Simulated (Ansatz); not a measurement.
Conformers of C2H7FO2Si2 (`C=C[Si@@H](O)[Si@@H](O)F`), each relaxed with PBE0-D4/def2-TZVP in Ansatz. CBS adds the triple-zeta coupled-cluster correction to the MP2 limit.

Not all of them had a frequency check.

Conformer A:

Cartesian coordinates in Å:
```
C -1.516 -1.158 0.966
C -0.823 -1.545 -0.102
Si 0.651 -0.646 -0.794
O 0.559 -0.522 -2.443
Si 0.830 1.517 0.128
O 0.599 1.438 1.752
F 2.288 2.112 -0.178
H -2.359 -1.731 1.342
H -1.262 -0.260 1.523
H -1.127 -2.464 -0.604
H 1.900 -1.416 -0.558
H -0.214 -0.089 -2.807
H -0.111 2.507 -0.474
H 0.585 2.258 2.250
```

Conformer B:

Cartesian coordinates in Å:
```
C -1.671 1.179 -1.616
C -0.561 1.278 -0.888
Si -0.332 0.388 0.718
O -1.785 -0.316 1.077
Si 1.331 -1.260 0.506
O 2.773 -0.490 0.388
F 1.305 -2.192 1.819
H -2.511 0.575 -1.287
H -1.788 1.701 -2.561
H 0.255 1.896 -1.257
H 0.094 1.344 1.784
H -1.818 -0.903 1.833
H 1.163 -2.211 -0.629
H 3.544 -0.989 0.113
```

Which is lowest in electronic energy at CCSD(T)/CBS (frozen core, def2 sets), and by how much? (Best estimate.)

Ansatz gave: B; A lies 3.5 kJ/mol higher.

Give the energies relative to B (kJ/mol) with PBE-D4/def2-TZVPP, r2SCAN-D4/def2-TZVPP, ωB97X-V/def2-TZVPP, PBE0/def2-TZVPP, SCS-MP2/def2-TZVPP, CCSD/def2-TZVPP, MP2/def2-QZVPP. (Best estimate.)

The calculation gave: 
```
               level    A
   PBE-D4/def2-TZVPP  4.0
r2SCAN-D4/def2-TZVPP  5.3
  ωB97X-V/def2-TZVPP  3.8
     PBE0/def2-TZVPP  5.0
  SCS-MP2/def2-TZVPP  3.5
     CCSD/def2-TZVPP  3.5
      MP2/def2-QZVPP  3.6
```
